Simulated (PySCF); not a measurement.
**Basis and Hamiltonian dependence of the excitation energy of C²⁺**

C²⁺ [He] 2s2 (1S) → C²⁺ [He] 2s1 3s1, s spin flipped. All values are computed (PySCF 2.14, energy differences of UHF-based or UKS calculations, no spin-orbit coupling). Values in eV.

| basis | Hamiltonian | functions | UHF | r2SCAN | PBE0 | MP2 (valence) |
| --- | --- | --- | --- | --- | --- | --- |
| aug-cc-pVTZ | non-relativistic | 46 | 0.000 | 0.000 | 0.000 | 0.000 |
| def2-QZVPPD | non-relativistic | 63 | 0.000 | 0.000 | 0.000 | 0.000 |
| x2c-QZVPPall with one added diffuse shell each of s, p, d, f type | spin-free X2C | 73 | 0.000 | 0.000 | 0.000 | 0.000 |
| aug-cc-pVQZ with one added diffuse shell each of s, p, d, f, g type | non-relativistic | 105 | 0.000 | 0.000 | 0.000 | 0.000 |

Frozen in the all-electron rows: valence: 1s2.

In the upper determinant the s electron has its spin opposite to the other open shell, which mixes two multiplicities.
